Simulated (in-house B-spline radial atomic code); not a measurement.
Values are calculated unless marked as measured or tabulated.
Weak and strong correlation along the adiabatic connection

Two-electron singlets in several external potentials (atomic units), by full CI in B-splines with partial waves to l = 8 (correlation energies up to 0.6 % small). The repulsion is scaled by λ at fixed density; W(λ) is the mean repulsion less the Hartree energy, W(0) = E_x, and the area under W from 0 to 1 is E_xc.

Relative drop (W(λ) − E_x)/E_x:

| system | λ = 0.12 | λ = 0.25 | λ = 0.4 | λ = 0.6 | λ = 0.8 | λ = 1 |
| --- | --- | --- | --- | --- | --- | --- |
| −V exp(−r²/w²), V = 1.88, w = 12.5 | 0.0423 | 0.0792 | 0.1129 | 0.1476 | 0.1740 | 0.1947 |
| −V exp(−r²/w²), V = 3.47, w = 10.3 | 0.0324 | 0.0621 | 0.0909 | 0.1220 | 0.1469 | 0.1673 |
| −Z/r, Z = 0.75, wall at 2.8 bohr | 0.0164 | 0.0327 | 0.0498 | 0.0702 | 0.0882 | 0.1041 |
| −Z exp(−kr)/r, Z = 2.1, k = 0.397 | 0.0111 | 0.0225 | 0.0349 | 0.0502 | 0.0644 | 0.0774 |
| ω²r²/2 − Z/r, ω = 0.163, Z = 3 | 0.0068 | 0.0138 | 0.0217 | 0.0317 | 0.0412 | 0.0502 |
| ω²r²/2 − Z/r, ω = 0.0398, Z = 1 | 0.0298 | 0.0578 | 0.0854 | 0.1162 | 0.1415 | 0.1627 |
| ω²r²/2, ω = 30 | 0.0027 | 0.0057 | 0.0090 | 0.0134 | 0.0176 | 0.0218 |

(1) Order the systems by how far second-order (GL2) theory, half the initial slope (estimated from the first points of each curve), overshoots the correlation energy, least first.
A. −V exp(−r²/w²), V = 3.47, w = 10.3
B. ω²r²/2, ω = 30
C. ω²r²/2 − Z/r, ω = 0.163, Z = 3
D. ω²r²/2 − Z/r, ω = 0.0398, Z = 1
E. −Z exp(−kr)/r, Z = 2.1, k = 0.397
F. −V exp(−r²/w²), V = 1.88, w = 12.5
G. −Z/r, Z = 0.75, wall at 2.8 bohr

(2) What else changes along this order?

Results:

(1) B (GL2/E_c = 1.04), C (GL2/E_c = 1.09), E (GL2/E_c = 1.15), G (GL2/E_c = 1.24), D (GL2/E_c = 1.40), A (GL2/E_c = 1.47), F (GL2/E_c = 1.63).

(2) The ratio follows the bend of the curve. With it the leading natural occupation goes from 1.999 to 1.865 and −T_c/E_c from 0.96 to 0.62 between the first and the last.
